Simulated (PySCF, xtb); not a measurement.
C₃H₈Mg, SMILES C[CH]([MgH])C.

Harmonic wavenumbers (cm⁻¹) from GFN2-xTB (xtb) at its own minimum, in rising order: 96, 189, 194, 248, 268, 295, 388, 464, 924, 937, 941, 991, 1108, 1115, 1168, 1210, 1317, 1400, 1415, 1481, 1493, 1502, 1508, 2862, 2869, 2904, 2907, 2915, 2947, 2951.

Problem. What does ωB97X-D3(BJ)/def2-SVP in PySCF 2.14.0 give at its own minimum? (An estimate is asked for; the answer gives what the named calculation found.)

Solution. 125, 169, 244, 271, 329, 366, 396, 513, 902, 916, 951, 992, 1108, 1176, 1210, 1332, 1399, 1411, 1465, 1480, 1488, 1494, 1619, 3010, 3011, 3027, 3083, 3084, 3112, 3114. Paired by order, the mean absolute difference is 65 cm⁻¹ and the zero-point energies are 58.6 and 61.2 kcal/mol.
